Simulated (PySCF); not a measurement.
A series of substituents X on one scaffold: silaethenyl-X. Gas-phase values, no solvent. One relaxed conformer stands for each flexible species; it need not be the lowest. Strings in code marks are SMILES.

The four lowest singlet excitations (Tamm–Dancoff). Method: PBE0-D3(BJ)/def2-TZVP in PySCF. Excitations are Tamm–Dancoff values on a coarser integration grid. The basis has no diffuse functions, so Rydberg states are missing or too high.

```json
[
 {"state": "S1", "energy (eV)": "4.88", "wavelength (nm)": "254", "oscillator strength": "0.010"},
 {"state": "S2", "energy (eV)": "5.32", "wavelength (nm)": "233", "oscillator strength": "0.001"},
 {"state": "S3", "energy (eV)": "5.35", "wavelength (nm)": "232", "oscillator strength": "0.297"},
 {"state": "S4", "energy (eV)": "6.27", "wavelength (nm)": "198", "oscillator strength": "0.032"}
]
```

Identify which member gives these states.
A) `C=[SiH]S` (C–Si–S–H torsion 1°)
B) `C=[SiH]CO` (C–Si–C–O torsion -4°, Si–C–O–H torsion -47°)
C) `C=[SiH]N`
D) `C=[SiH]C#N`

A, `C=[SiH]S` (C–Si–S–H torsion 1°)
